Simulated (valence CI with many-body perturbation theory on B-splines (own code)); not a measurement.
Pt63+: key properties

Level of theory: configuration interaction combined with many-body perturbation theory (CI+MBPT): five valence electrons over a frozen Dirac-Fock core [Ne], a basis of 9 s, 9 p, 8 d, 6 f, 3 g, 1 h functions for each j, with the one-electron correlation potential Σ1 (screened to all orders), the two-electron term Σ2, the three-electron term Σ3, Breit, model QED; selected single and double excitations, second order for the rest (own B-spline code, finite nucleus).

No measured spectrum was set against this ion. As an estimate, large intervals hold to a few tenths of a per cent, small ones and those within an open d or f shell to about a per cent. Among the levels kept, up to 640 cm⁻¹ of a level comes from second order outside the variational space, and about a tenth of that is noise between levels of different J, which matters for small intervals.

Levels are named by their leading jj configuration (3d3/2^4 stands for four electrons in 3d with j = 3/2), which in mixed levels can hold well under half, so a name can repeat and another be missing.

Rates and lifetimes use the calculated energies. Strong lines usually hold to 10 to 20 %, long lifetimes can be off by a factor of two.

Task: What is the ground level?

Result: (3s^2 3p1/2^2 3p3/2) J=3/2, composition 48 % 3s2 3p3 2P° + 27 % 3s2 3p3 2D° + 24 % 3s2 3p3 4S°, g = 1.336.

Task: Name the longest-lived excited levels whose lifetime is computed, and their main decay.

Result: (3s^2 3p1/2 3p3/2 3d5/2) J=9/2 at 803.6 eV lives 60.8 ns, mostly by E2 to (3s^2 3p1/2^2 3d5/2) J=5/2; (3s^2 3p1/2 3p3/2^2) J=5/2 at 455.4 eV lives 2.69 ns, mostly by E1 to (3s^2 3p1/2^2 3d3/2) J=3/2; (3s^2 3p1/2 3p3/2^2) J=1/2 at 471.9 eV lives 2.06 ns, mostly by M1 to (3s^2 3p1/2^2 3p3/2) J=3/2.

Task: How well does LS coupling describe the low levels?

Result: Among the lowest 20 levels the leading LS term, summed over configurations, holds 54 % on average. For single configurations the figures are 52 % in LS and 94 % in jj coupling. Terms mix most in the J = 3/2 level at 689.9 eV, where the leading one holds 32 %.

Task: What are the static dipole polarisabilities of the lowest levels?

Result: (3s^2 3p1/2^2 3p3/2) J=3/2 0.00209 (tensor 0.00015) bohr³, of which the core gives 3.49e-05.

Task: What is the ionisation energy?

Result: 6920.2 eV; NIST lists 6918 ± 19 eV (theoretical).
